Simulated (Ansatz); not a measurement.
Compare A (`O[Si@H]1C[C@@H]1[SiH3]`) with its isomer B (`O[SiH2]/C=C/[SiH3]`).

Isolated molecules relaxed with PBE0-D4/def2-TZVP in Ansatz; ΔE leaves out vibrations. CBS: MP2 limit from def2 TZ/QZ plus the TZ coupled-cluster correction, frozen cores. DFT in def2-TZVPP. B3LYP here is the variant with VWN-RPA as its local correlation; programs differ in this. One conformer a species, not always the lowest.

Problem. Which is lower in electronic energy at CCSD(T)/CBS, and by how much? (Estimate.)

Solution. Computed: B, by 6.2 kcal/mol.

Problem. Give E(B) − E(A) in kcal/mol with PBE-D4, HF/def2-TZVPP, CCSD/def2-TZVPP, MP2/def2-TZVPP, B3LYP-D4, r2SCAN-D4, B3LYP. (Best estimate.)

Solution. Computed: PBE-D4 -3.0, HF/def2-TZVPP -13.7, CCSD/def2-TZVPP -7.1, MP2/def2-TZVPP -3.8, B3LYP-D4 -8.3, r2SCAN-D4 -3.5, B3LYP -8.9. None reverses the order clearly.

Largest T1 diagnostic: 0.012.

From PBE to PBE0 (25 % exact exchange), in def2-TZVPP and without D4, E(B) − E(A) moves by +0.9 kcal/mol. In def2-TZVPP, CCSD(T) changes the Hartree–Fock value by +6.9 kcal/mol (the triples alone add +0.3 kcal/mol) and MP2 by +9.8 kcal/mol.
